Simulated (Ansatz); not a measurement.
A barrier at the coupled-cluster level

Start structure (Si$_{2}$NH$_{9}$O, singlet), relaxed at PBE0-D4/def2-TZVP:

Si1  (-0.746, -1.019, 0.257)
N2  (0.569, -0.755, 1.382)
H3  (-1.969, -0.519, 0.943)
H4  (-0.979, -2.464, -0.046)
Si5  (-0.348, 0.138, -1.745)
H6  (0.887, 1.142, 1.047)
O7  (1.052, 1.936, 0.508)
H8  (1.485, -1.054, 1.078)
H9  (0.420, -1.070, 2.331)
H10  (-1.041, -0.620, -2.828)
H11  (1.105, 0.158, -2.056)
H12  (-0.900, 1.514, -1.724)
H13  (0.466, 2.613, 0.853)
(Å)

The step: Si₂NH₇ ([NH2][SiH2][SiH3]) + H₂O → Si₂H₆O ([OH][SiH2][SiH3]) + NH₃; bonds formed: Si1–O7, N2–H6; bonds broken: Si1–N2, H6–O7. Computed with Ansatz 0.2.0 (basis: def2-TZVPP and def2-QZVPP); correlated methods freeze the cores. Extrapolation: Hartree–Fock as exp(−7.88 √X), correlation as X^−2.97. Energies below are by CCSD(T) at an estimated basis limit (MP2 extrapolated from triple and quadruple zeta, plus CCSD(T) − MP2 in triple zeta).

**Question.** What are the electronic barrier and the energy of the step, from the start structure to the end structure? (Judge from chemistry; the value comes from the calculation.)

**Answer.** Computed: Barrier 1.119 eV; step energy -0.352 eV (downhill); reverse barrier, their difference, 1.471 eV. Barrier and step energy count from the start structure, the reverse barrier from the end structure.

The saddle point: One imaginary mode of 964i cm⁻¹.
```csv
pair,start (Å),saddle (Å),end (Å)
Si1–O7,3.47,2.10,1.67
N2–H6,1.95,1.19,1.01
Si1–N2,1.75,1.88,2.95
H6–O7,0.97,1.30,3.62
```

Zero-point energy (harmonic, PBE0-D4): ZPE is 2.523 eV at the start and 2.461 eV at the saddle, so the barrier goes from 1.119 to 1.057 eV.

The T1 diagnostic stays at or below 0.013.

The step is the kind of ligand exchange by which a precursor binds to a hydroxyl group, or is hydrolysed, in atomic layer deposition of oxides.

Labels in which every atom is bracketed show which atoms are joined, not bond orders.

For scale, one of the runs: CCSD(T)/def2-TZVPP, 272 basis functions, launched by `ansatz run in.yaml --threads 8 --pin off --events-out ev --progress --plain --max-ram 19148MiB`. Time: 24 s of wall clock on 8 CPU threads of an Intel Xeon 6975P-C; the host was shared. Peak host memory: 7.6 GiB.
